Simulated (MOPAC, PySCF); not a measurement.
Dissociation curve of MgF, doublet.

- UHF/STO-3G = unrestricted Hartree-Fock/STO-3G (PySCF)
- UMP2/3-21G = unrestricted MP2 (frozen core)/3-21G (PySCF)
- PM3, unrestricted, heats of formation (MOPAC)
- UCCSD(T) = PySCF with CCSD(T) on UHF/cc-pVDZ, 2 core orbitals frozen

Energies relative to the lowest point of each curve near equilibrium, in mEh; the last columns give the difference from UCCSD(T):

```csv
R / Å,UHF/STO-3G,UMP2/3-21G,PM3,UCCSD(T),UHF/STO-3G − UCCSD(T),UMP2/3-21G − UCCSD(T),PM3 − UCCSD(T)
1.43,61.5,78.8,114.5,84.7,-23.2,-5.9,29.9
1.50,27.9,41.3,73.6,46.4,-18.5,-5.1,27.3
1.57,8.9,18.4,39.8,22.4,-13.4,-4.0,17.4
1.65,0.0,4.7,12.8,7.1,-7.1,-2.4,5.7
1.72,0.1,0.3,1.3,1.1,-1.0,-0.9,0.1
1.76,2.7,0.0,0.0,0.0,2.7,0.0,0.0
1.80,6.7,1.0,2.3,0.2,6.5,0.9,2.1
1.86,14.7,4.5,11.4,2.3,12.4,2.1,9.1
1.94,28.0,11.7,30.4,8.0,20.1,3.7,22.4
2.05,47.9,24.8,59.0,19.1,28.8,5.7,39.9
2.21,71.5,47.3,86.4,39.0,32.5,8.3,47.5
2.39,86.7,74.5,104.4,62.9,23.8,11.6,41.5
2.67,95.7,123.7,—,97.6,-2.0,26.0,—
```

UHF/STO-3G is furthest from UCCSD(T) at 2.21 (32.5 mEh, above); its mean absolute difference over the points is 14.8 mEh.

UMP2/3-21G is furthest from UCCSD(T) at 2.67 (26.0 mEh, above); its mean absolute difference over the points is 5.9 mEh.

PM3 is furthest from UCCSD(T) at 2.21 (47.5 mEh, above); its mean absolute difference over the points is 20.2 mEh.

Dashes: no converged value, or the column stops at the first point that the program doubted or that broke a chosen test of continuity, which isn't proof of a fault.

The scan ran from 1.43 to 7.12 Å; beyond the distances shown one of the unrestricted levels run for this scan, shown here or not, changes its spin distribution in one step. The unrestricted determinant behind UMP2/3-21G is spin-contaminated at 2.67 Å (<S²> up to 0.9, against 0.75 for a pure doublet).
